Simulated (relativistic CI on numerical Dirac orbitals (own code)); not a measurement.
# How well does a small relativistic CI reproduce Fe4+?

Calculated at this level of theory: Dirac-Coulomb-Breit CI, separate exchange-only KLI orbitals for each configuration, model QED, valence Slater integrals scaled by 0.85, P86 correlation energy added to each configuration (own radial code, finite nucleus).

Configurations in the expansion (outside the closed core [Ne]): 3s2 3p6 3d4, 3s2 3p6 3d3 4s, 3s2 3p6 3d3 4p, 3s2 3p5 3d5, 3s2 3p6 3d3 4d, 3s2 3p6 3d3 5s, 3s2 3p6 3d3 5p, 3s2 3p6 3d3 4f, 3s2 3p6 3d3 5d, 3s 3p6 3d5, 3s2 3p6 3d2 4s 4p, 3s2 3p6 3d3 5f, 3s2 3p6 3d3 5g, 3s2 3p6 3d2 4s2, 3s2 3p6 3d 4s2 4p, 3s2 3p6 3d 4s2 4d, 3s2 3p6 3d 4s2 5s, 3s2 3p6 3d 4s2 5p, 3s2 3p6 3d2 4p2, 3s2 3p6 3d 4s 4p2, 3s2 3p6 3d 4p3, 3s2 3p6 3d 4p2 4d, 3s2 3p6 3d 4p2 5s, 3s2 3p6 3d 4p2 5p. Double excitations out of closed p, d and f shells are left out; levels of such configurations are missing from the list, as are those of other unlisted configurations, and high levels can miss mixing partners.

| Configuration | Term (tabulated) | J | Measured (cm⁻¹) | Computed | Error | Purity (%) |
| --- | --- | --- | --- | --- | --- | --- |
| 3s2 3p6 3d4 | 5D | 0 | 0.0 | 0 | 0 | 100 |
| 3s2 3p6 3d4 | 5D | 1 | 142.1 | 137 | -5 | 100 |
| 3s2 3p6 3d4 | 5D | 2 | 417.3 | 398 | -19 | 100 |
| 3s2 3p6 3d4 | 5D | 3 | 803.1 | 768 | -35 | 100 |
| 3s2 3p6 3d4 | 5D | 4 | 1282.8 | 1227 | -55 | 100 |
| 3s2 3p6 3d4 | 3P2 | 0 | 24055.4 | 24137 | 82 | 99 |
| 3s2 3p6 3d4 | 3H | 4 | 24932.5 | 23409 | -1523 | 98 |
| 3s2 3p6 3d4 | 3P2 | 1 | 24972.9 | 25010 | 37 | 100 |
| 3s2 3p6 3d4 | 3H | 5 | 25225.9 | 23680 | -1546 | 99 |
| 3s2 3p6 3d4 | 3H | 6 | 25528.5 | 23962 | -1566 | 100 |
| 3s2 3p6 3d4 | 3P2 | 2 | 26468.3 | 26444 | -24 | 99 |
| 3s2 3p6 3d4 | 3F2 | 2 | 26760.7 | 26127 | -634 | 100 |
| 3s2 3p6 3d4 | 3F2 | 3 | 26842.3 | 26170 | -672 | 93 |
| 3s2 3p6 3d4 | 3F2 | 4 | 26974.0 | 26282 | -692 | 93 |
| 3s2 3p6 3d4 | 3G | 3 | 29817.1 | 28542 | -1275 | 93 |
| 3s2 3p6 3d4 | 3G | 4 | 30147.0 | 28853 | -1294 | 92 |
| 3s2 3p6 3d4 | 3G | 5 | 30430.1 | 29094 | -1336 | 98 |
| 3s2 3p6 3d4 | 1G2 | 4 | 36586.3 | 35497 | -1089 | 98 |
| 3s2 3p6 3d4 | 3D | 3 | 36630.1 | 35675 | -955 | 99 |
| 3s2 3p6 3d4 | 3D | 2 | 36758.5 | 35806 | -952 | 99 |
| 3s2 3p6 3d4 | 3D | 1 | 36925.4 | 35963 | -962 | 99 |
| 3s2 3p6 3d4 | 1I | 6 | 37511.7 | 35189 | -2323 | 100 |
| 3s2 3p6 3d4 | 1S2 | 0 | 39633.4 | 39496 | -138 | 99 |
| 3s2 3p6 3d4 | 1D2 | 2 | 46291.2 | 45404 | -887 | 99 |
| 3s2 3p6 3d4 | 1F | 3 | 52732.7 | 51127 | -1606 | 99 |
| 3s2 3p6 3d4 | 3P1 | 2 | 61854.4 | 60944 | -910 | 99 |
| 3s2 3p6 3d4 | 3F1 | 4 | 62238.1 | 61049 | -1189 | 99 |
| 3s2 3p6 3d4 | 3F1 | 2 | 62321.1 | 61116 | -1205 | 99 |
| 3s2 3p6 3d4 | 3F1 | 3 | 62364.4 | 61160 | -1205 | 99 |
| 3s2 3p6 3d4 | 3P1 | 1 | 62914.2 | 61967 | -947 | 100 |
| 3s2 3p6 3d4 | 3P1 | 0 | 63420.0 | 62456 | -964 | 100 |
| 3s2 3p6 3d4 | 1G1 | 4 | 71280.3 | 69459 | -1822 | 100 |
| 3s2 3p6 3d4 | 1D1 | 2 | 93832.3 | 91820 | -2012 | 99 |
| 3s2 3p6 3d4 | 1S1 | 0 | 121130.2 | 119762 | -1368 | 99 |
| 3s2 3p6 3d3 4s | 5F | 1 | 186433.6 | 190375 | 3941 | 100 |
| 3s2 3p6 3d3 4s | 5F | 2 | 186725.5 | 190657 | 3932 | 100 |
| 3s2 3p6 3d3 4s | 5F | 3 | 187157.5 | 191076 | 3918 | 100 |
| 3s2 3p6 3d3 4s | 5F | 4 | 187719.0 | 191621 | 3902 | 100 |
| 3s2 3p6 3d3 4s | 5F | 5 | 188395.3 | 192279 | 3883 | 100 |
| 3s2 3p6 3d3 4s | 3F | 2 | 195196.3 | 198949 | 3753 | 100 |
| 3s2 3p6 3d3 4s | 3F | 3 | 195933.0 | 199665 | 3732 | 99 |
| 3s2 3p6 3d3 4s | 3F | 4 | 196838.6 | 200548 | 3709 | 99 |
| 3s2 3p6 3d3 4s | 5P | 1 | 204729.9 | 209452 | 4722 | 99 |
| 3s2 3p6 3d3 4s | 5P | 2 | 204975.4 | 209685 | 4709 | 98 |
| 3s2 3p6 3d3 4s | 5P | 3 | 205536.4 | 210239 | 4702 | 100 |
| 3s2 3p6 3d3 4s | 3G | 3 | 208838.2 | 212070 | 3232 | 100 |
| 3s2 3p6 3d3 4s | 3G | 4 | 209110.1 | 212323 | 3213 | 98 |
| 3s2 3p6 3d3 4s | 3G | 5 | 209523.9 | 212712 | 3189 | 98 |
| 3s2 3p6 3d3 4s | 3P | 0 | 212542.1 | 217065 | 4523 | 100 |
| 3s2 3p6 3d3 4s | 3P | 1 | 212818.1 | 217395 | 4577 | 93 |
| 3s2 3p6 3d3 4s | 1G | 4 | 213534.1 | 216502 | 2968 | 85 |
| 3s2 3p6 3d3 4s | 3P | 2 | 213649.2 | 218200 | 4551 | 97 |
| 3s2 3p6 3d3 4s | 3P | 2 | 214525.8 | 218623 | 4097 | 84 |
| 3s2 3p6 3d3 4s | 3P | 1 | 214611.4 | 218581 | 3970 | 93 |
| 3s2 3p6 3d3 4s | 3D | 1 | 215782.6 | 220305 | 4522 | 81 |
| 3s2 3p6 3d3 4s | 3D | 3 | 216538.1 | 221251 | 4713 | 100 |
| 3s2 3p6 3d3 4s | 3D | 2 | 216592.7 | 221146 | 4554 | 83 |
| 3s2 3p6 3d3 4s | 3H | 4 | 216779.1 | 218619 | 1840 | 84 |
| 3s2 3p6 3d3 4s | 3H | 5 | 216860.4 | 218580 | 1720 | 98 |
| 3s2 3p6 3d3 4s | 3H | 6 | 217122.5 | 218816 | 1694 | 100 |
| 3s2 3p6 3d3 4s | 1P | 1 | 219486.9 | 223303 | 3816 | 85 |

Measured levels from Corliss and Sugar, J. Phys. Chem. Ref. Data 11, 135 (1982); pairs were made by configuration, J and term (by order where the table uses no LS term), so strongly mixed levels may be paired wrongly.

Mean error by configuration (cm⁻¹): 3s2 3p6 3d4 -942; 3s2 3p6 3d3 4s 3781. Over the excited levels the mean absolute error is 2224 cm⁻¹ (60 of the 60 excited levels that our extract of the source holds in range could be paired), and the median relative error of those above 1,000 cm⁻¹ is 2.1 %.
